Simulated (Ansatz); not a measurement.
Si2H4Cl4, closed shell: a relaxation.

Input (in.yaml):

```yaml
crystal:
  periodic: [false, false, false]
  atoms:
    - {symbol: Si, position_ang: [-0.888238, 0.351268, -0.846734]}
    - {symbol: Si, position_ang: [0.665324, -0.810298, 0.700503]}
    - {symbol: Cl, position_ang: [-0.383555, -0.599616, -2.570402]}
    - {symbol: Cl, position_ang: [-2.648760, -0.307293, -0.080451]}
    - {symbol: Cl, position_ang: [-1.129873, 2.343229, -1.275995]}
    - {symbol: H, position_ang: [0.590177, 1.047116, 0.363520]}
    - {symbol: Cl, position_ang: [1.420196, 1.728034, 1.163511]}
    - {symbol: H, position_ang: [-0.078585, -1.959228, 0.126681]}
    - {symbol: H, position_ang: [2.103417, -0.966444, 0.286374]}
    - {symbol: H, position_ang: [0.349797, -0.826769, 2.133093]}
basis:
  gaussian: {orbitals: def2-TZVP}
hamiltonian: {xc: pbe0, dispersion: d4}
relax: {f_tol: 0.005, max_steps: 200}
```

Run by:

```bash
ansatz run in.yaml --threads 2 --pin off --events-out ev --progress --plain --max-ram 32768MiB --backend cuda --devices 0, --max-vram 18GiB
```

The run's output (Ansatz 0.2.0):

```
Functional definition: PBE0
  name "PBE0"
  cite "Adamo & Barone, J. Chem. Phys. 110, 6158 (1999) doi:10.1063/1.478522"
  cite "Perdew, Burke & Ernzerhof, Phys. Rev. Lett. 77, 3865 (1996) doi:10.1103/PhysRevLett.77.3865"
  parent pbe
  parameter a = 0.25
  parameter kappa = 0.804
  parameter beta = 0.06672455060314922
  exchange = (1 - a)*pbe_x(kappa = kappa, mu = beta*pi^2/3) + a*exact_x
  correlation = pbe_c(beta = beta)
1784 factors; their error is unknown
mean field evaluation 1: about -65892.0096 eV, gradient 1.8e1 eV
mean field evaluation 2: about -65892.4529 eV, gradient 1.4e1 eV
mean field evaluation 4: about -65892.8355 eV, gradient 1.4e0 eV
mean field evaluation 8: about -65893.0556 eV, gradient 2.0e-1 eV
mean field evaluation 16: about -65893.0556 eV, gradient 2.7e-5 eV
mean field -65893.05560563 eV, -2421.5251295897 hartree, gradient 2.7e-5 eV, S^2 0.000000; 0 other end points of the search recorded, 0 dependent functions left out
the calculation of the forces begins
reference -65893.05564186 eV, -2421.5251309211 hartree; 50, 50 occupied and 196, 196 virtual orbitals, 1784 factors
relax step   1: F+E_penalty+E_count = -65893.44446343 eV  Δ(F+E_penalty+E_count) = +0.000e0 eV  max|allowed force component| = 1.156e0 eV/Å  Δτ_max = 0.0000 Å  (26 SCF iters, accepted)
relax step   2: F+E_penalty+E_count = -65893.95561661 eV  Δ(F+E_penalty+E_count) = -5.112e-1 eV  max|allowed force component| = 9.314e-1 eV/Å  Δτ_max = 0.1948 Å  (29 SCF iters, accepted)
relax step   3: F+E_penalty+E_count = -65894.29403106 eV  Δ(F+E_penalty+E_count) = -3.384e-1 eV  max|allowed force component| = 9.772e-1 eV/Å  Δτ_max = 0.1959 Å  (29 SCF iters, accepted)
relax step   4: F+E_penalty+E_count = -65894.47928606 eV  Δ(F+E_penalty+E_count) = -1.853e-1 eV  max|allowed force component| = 7.355e-1 eV/Å  Δτ_max = 0.1963 Å  (29 SCF iters, accepted)
relax step   5: F+E_penalty+E_count = -65894.60205157 eV  Δ(F+E_penalty+E_count) = -1.228e-1 eV  max|allowed force component| = 6.118e-1 eV/Å  Δτ_max = 0.2000 Å  (29 SCF iters, accepted)
relax step   6: F+E_penalty+E_count = -65894.69677877 eV  Δ(F+E_penalty+E_count) = -9.473e-2 eV  max|allowed force component| = 5.946e-1 eV/Å  Δτ_max = 0.1980 Å  (29 SCF iters, accepted)
relax step   7: F+E_penalty+E_count = -65894.76746880 eV  Δ(F+E_penalty+E_count) = -7.069e-2 eV  max|allowed force component| = 3.044e-1 eV/Å  Δτ_max = 0.2000 Å  (29 SCF iters, accepted)
relax step   8: F+E_penalty+E_count = -65894.79149276 eV  Δ(F+E_penalty+E_count) = -2.402e-2 eV  max|allowed force component| = 9.825e-2 eV/Å  Δτ_max = 0.2000 Å  (30 SCF iters, accepted)
relax step   9: F+E_penalty+E_count = -65894.79450863 eV  Δ(F+E_penalty+E_count) = -3.016e-3 eV  max|allowed force component| = 6.314e-2 eV/Å  Δτ_max = 0.1330 Å  (28 SCF iters, accepted)
relax step  10: F+E_penalty+E_count = -65894.79475483 eV  Δ(F+E_penalty+E_count) = -2.462e-4 eV  max|allowed force component| = 1.363e-1 eV/Å  Δτ_max = 0.0182 Å  (29 SCF iters, accepted)
relax step  11: F+E_penalty+E_count = -65894.79666937 eV  Δ(F+E_penalty+E_count) = -1.915e-3 eV  max|allowed force component| = 1.103e-2 eV/Å  Δτ_max = 0.0512 Å  (28 SCF iters, accepted)
relax step  12: F+E_penalty+E_count = -65894.79669577 eV  Δ(F+E_penalty+E_count) = -2.640e-5 eV  max|allowed force component| = 1.045e-2 eV/Å  Δτ_max = 0.0146 Å  (29 SCF iters, accepted)
relax step  13: F+E_penalty+E_count = -65894.79671687 eV  Δ(F+E_penalty+E_count) = -2.110e-5 eV  max|allowed force component| = 5.575e-4 eV/Å  Δτ_max = 0.0053 Å  (30 SCF iters, accepted)
Total energy: -65894.79675465 eV, -2421.5891156358 hartree
Atom 0 at    -1.037670    -0.075498    -0.943181 Å, force    -0.000164    -0.000078    -0.000226 eV/Å
Atom 1 at     0.426567    -1.172431     0.505211 Å, force     0.000304     0.000557     0.000250 eV/Å
Atom 2 at    -0.761887    -0.709008    -2.863659 Å, force     0.000509     0.000184    -0.000022 eV/Å
Atom 3 at    -2.976718    -0.431834    -0.415283 Å, force     0.000066    -0.000013     0.000266 eV/Å
Atom 4 at    -0.772376     1.967930    -0.935257 Å, force    -0.000333    -0.000038     0.000033 eV/Å
Atom 5 at     1.038522     2.380377     0.713569 Å, force    -0.000388    -0.000472    -0.000454 eV/Å
Atom 6 at     1.968914     2.253764     1.590437 Å, force     0.000520     0.000284     0.000354 eV/Å
Atom 7 at     0.123828    -2.620471     0.377666 Å, force    -0.000275     0.000070     0.000000 eV/Å
Atom 8 at     1.818654    -0.889105     0.082589 Å, force    -0.000169    -0.000280    -0.000181 eV/Å
Atom 9 at     0.172066    -0.703725     1.888008 Å, force    -0.000070    -0.000215    -0.000021 eV/Å
Dipole moment:    -0.015805    -0.218462     0.005159 e Å

[the SCF lines of later steps are left out]
```

The lines “mean field evaluation” count trial sets of orbitals through the whole run, from several starts and some on an approximate energy, so they need not fall steadily or lie above the final value.

Hardware: 2 CPU threads of an AMD EPYC 7R13 and a share of one NVIDIA H100, shared host. Wall time 59 s; peak host memory 0.95 GiB.
